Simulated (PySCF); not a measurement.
One of the candidates below gave these computed data.

All candidates are C6H13F.

| technique | computed result |
| --- | --- |
| Dipole | 1.83 D [CAM-B3LYP/def2-SVPD] |
| Polarisability | 74.8 au [CAM-B3LYP/def2-SVPD] |
| Triplet | lowest triplet excitation (Tamm–Dancoff): 8.61 eV [TDA CAM-B3LYP/def2-SVPD] |
| NMR, other nuclei | isotropic shieldings of nuclei other than C and H, by class: 423 (1 F) ppm [GIAO PBE0/pcSseg-1] |
| Rotational structure | rotational constants A, B, C: 5.281, 1.137, 0.993 GHz [GFN2-xTB] |
| UV, first state | lowest singlet excitation: 8.78 eV (141 nm, f = 0.038) [TDDFT CAM-B3LYP/def2-SVPD] |
| 1H NMR | chemical shifts (computed TMS as zero) by class: 4.77 (2 H), 1.52 (2 H), 1.36 (1 H), 1.34 (2 H), 0.98 (6 H) ppm [GIAO PBE0/pcSseg-1] |
| 13C NMR | chemical shifts (computed TMS as zero) by class: 87.1 (1 C), 39.4 (1 C), 34.4 (1 C), 32.6 (1 C), 24.9 (2 C) ppm [GIAO PBE0/pcSseg-1] |

Gas-phase values; electronic properties from PySCF, density fitting. Levels stand in brackets. Geometry: GFN2-xTB, one conformer, isolated molecule. NMR classes are plain means over equivalent atoms (diastereotopic ones count apart unless rotation or inversion swaps them), as if these changed places fast.

Question: Which candidate is it?
A. `CCC(C)(C)CF`
B. `CCCC[C@H](C)F`
C. `CC(C)CCCF`
D. `CC[C@@H](C)[C@@H](C)F`

Answer: C. It is `CC(C)CCCF`. Numbering: `[CH3:1][CH:2]([CH3:3])[CH2:4][CH2:5][CH2:6][F:7]`. Its formula, C6H13F, gives 0 degrees of unsaturation, so no ring and no π bond. 6 carbons fall into 5 classes; from least to most shielded: sp3 C–F carbon [C6] (87.1 ppm), chain CH2 carbon [C4] (39.4 ppm), chain CH2 carbon [C5] (34.4 ppm), sp3 CH carbon [C2] (32.6 ppm), methyl carbon [C1/C3] (24.9 ppm, 2 C, up to 4.1 ppm apart in this geometry). Hydrogen classes from least to most shielded: 2 H on an sp3 C–F carbon, C6 (4.77 ppm), 2 H on a chain CH2 carbon, C5 (1.52 ppm), 1 H on an sp3 CH carbon, C2 (1.36 ppm), 2 H on a chain CH2 carbon, C4 (1.34 ppm, a mean of values up to 1.4 ppm apart in this geometry), 6 H on 2 methyl carbons, C1/C3 (0.98 ppm, a mean of values up to 1.0 ppm apart in this geometry). The other shieldings belong to: 423 ppm, alkyl fluorine [F7]. The optimised geometry has point group C1 and is an asymmetric top.

The others, at the same levels:
- `CCCC[C@H](C)F` fails: it has 6 carbon classes against 5; its computed 13C shifts are 94.0 (1 C), 43.4 (1 C), 34.1 (1 C), 28.5 (1 C), 24.5 (1 C), 17.3 (1 C) ppm, 1H shifts are 4.65 (1 H), 1.82 (1 H), 1.54 (1 H), 1.35 (3 H), 1.31 (1 H), 1.28 (1 H), 1.20 (1 H), 1.12 (1 H), 1.09 (3 H) ppm and rotational constant A is 6.687 GHz (against 5.281 GHz).
- `CCC(C)(C)CF` fails: its computed 13C shifts are 90.3 (1 C), 37.2 (1 C), 33.0 (1 C), 26.0 (2 C), 10.1 (1 C) ppm, 1H shifts are 4.43 (2 H), 1.42 (2 H), 0.97 (3 H), 0.89 (6 H) ppm and rotational constant A is 2.665 GHz (against 5.281 GHz).
- `CC[C@@H](C)[C@@H](C)F` fails: it has 6 carbon classes against 5; its computed 13C shifts are 96.2 (1 C), 42.9 (1 C), 28.3 (1 C), 21.6 (1 C), 17.2 (1 C), 8.0 (1 C) ppm, 1H shifts are 4.50 (1 H), 1.64 (1 H), 1.60 (1 H), 1.39 (3 H), 1.32 (1 H), 1.18 (3 H), 0.78 (3 H) ppm and rotational constant A is 3.303 GHz (against 5.281 GHz).

Each candidate is one conformer, not necessarily the lowest. Dipoles, sizes and rotational constants follow the conformer. The torsions of the flexible species, by atom-mapped SMILES:
- `[CH3:1][CH:2]([CH3:3])[CH2:4][CH2:5][CH2:6][F:7]`: C1–C2–C4–C5 -64°, C2–C4–C5–C6 -175°, C4–C5–C6–F7 66°
- `[CH3:1][CH2:2][CH2:3][CH2:4][C@H:5]([CH3:6])[F:7]`: C1–C2–C3–C4 180°, C2–C3–C4–C5 180°, C3–C4–C5–C6 -178°
- `[CH3:1][CH2:2][C:3]([CH3:4])([CH3:5])[CH2:6][F:7]`: C1–C2–C3–C4 180°, C2–C3–C6–F7 55°
- `[CH3:1][CH2:2][C@@H:3]([CH3:4])[C@@H:5]([CH3:6])[F:7]`: C1–C2–C3–C4 -67°, C2–C3–C5–C6 55°
